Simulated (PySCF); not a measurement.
ZrSI₂ (singlet). Level of theory: PySCF, B3LYP, basis Zr def2-SVP with ECP28, S def2-SVP, I def2-SVP with ECP28 (scalar-relativistic core potentials, no spin–orbit coupling, density fitting).

Harmonic bands of its minimum:

```json
{"ω (cm⁻¹)": "39", "IR (km/mol)": "7.8"}
{"ω (cm⁻¹)": "63", "IR (km/mol)": "6.2"}
{"ω (cm⁻¹)": "95", "IR (km/mol)": "0.0"}
{"ω (cm⁻¹)": "190", "IR (km/mol)": "11.4"}
{"ω (cm⁻¹)": "263", "IR (km/mol)": "61.6"}
{"ω (cm⁻¹)": "544", "IR (km/mol)": "75.0"}
```

Question: The central atom is Zr. Infer the point group and assign the bands.

Answer: Cs. The modes span 4a' + 2a'': 39 a', 63 a', 95 a'', 190 a', 263 a'', 544 a'. The computed geometry has Zr–I 2.737 Å (×2), Zr–S 2.200 Å; I–Zr–I 120.0°, I–Zr–S 113.1° (×2).

Other isomers or separated fragments may lie lower.
